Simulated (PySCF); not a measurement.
C2H2N3, charge -1, multiplicity 1. Atoms are numbered in the order given.

```xyz
7

C      0.0000     1.0327     0.3225
N      0.0000     0.0000     1.1872
C      0.0000    -1.0327     0.3225
N      0.0000    -0.6773    -0.9611
N      0.0000     0.6773    -0.9611
H      0.0000     2.0794     0.6372
H      0.0000    -2.0794     0.6372
```
Charge -1, spin multiplicity 1.

Geometry: PBE0-D3(BJ)/def2-SVPD. The multiplicity is an assumed one; other spin states were not compared. The isomer is the one that the SMILES or the coordinates give; other isomers of the formula were not compared.

Calculation: PySCF with M06-2X/def2-SVPD.

Symmetry labels are those of the subgroup C2v that the program uses (full group C2v).

Computed valence orbital energies around the gap with their symmetry:
| orbital | symmetry | energy (eV) |
|---|---|---|
| HOMO−7 | A1 | -10.01 |
| HOMO−6 | B1 | -8.23 |
| HOMO−5 | B2 | -7.30 |
| HOMO−4 | A1 | -5.56 |
| HOMO−3 | A1 | -3.81 |
| HOMO−2 | B1 | -3.42 |
| HOMO−1 | B2 | -3.21 |
| HOMO | A2 | -2.60 |
| LUMO | A1 | 5.59 |
| LUMO+1 | B2 | 5.86 |
| LUMO+2 | A2 | 7.69 |
| LUMO+3 | B1 | 7.77 |
